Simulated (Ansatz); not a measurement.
Job for Ansatz (a quantum-chemistry and plane-wave program): R-wB97X-V/def2-TZVPPD on HF (SMILES F) with ghost functions. Files ending in .json are basis or fitting sets from the Basis Set Exchange.

Ansatz 0.2 input:
```yaml
crystal:
  periodic: [false, false, false]
  atoms:
    - {symbol: F, position_ang: [0.55177904, 0.61911929, -0.26114465]}
    - {symbol: H, position_ang: [0.28287210, -0.21341687, -0.56464964]}
basis:
  gaussian:
    orbitals: def2-TZVPPD.json
    ghost_atoms:
      - {symbol: I, position_ang: [-0.13774925, 0.20986365, 3.41960823]}
      - {symbol: H, position_ang: [0.27299526, 0.73097605, 1.94363786]}
hamiltonian:
  xc: {name: wB97X-V}
scf: {lower_state_search: off}
```

The head of its log:

```
WARN ansatz: RAYON_NUM_THREADS=2 ignored (pool sized by the plan → 2); use --threads N
Functional definition: wB97X-V
these checks for a lower state are left out or cut short: stability, starts, cluster_reference, orbital_swaps, neighbouring_geometries, increment
integrals: 0.05 GiB planned
646 factors; their error is unknown
integrals: 0.09 GiB planned
173 factors; integrals over basis functions are off by at most 8.2e-5 eV
mean field: 0.44 GiB planned
mean field evaluation 1: about -2732.2900 eV, gradient 3.0e1 eV
mean field evaluation 2: about -2732.2176 eV, gradient 3.4e1 eV
```

Q: Predict the final total energy.

A: -100.4566 hartree.
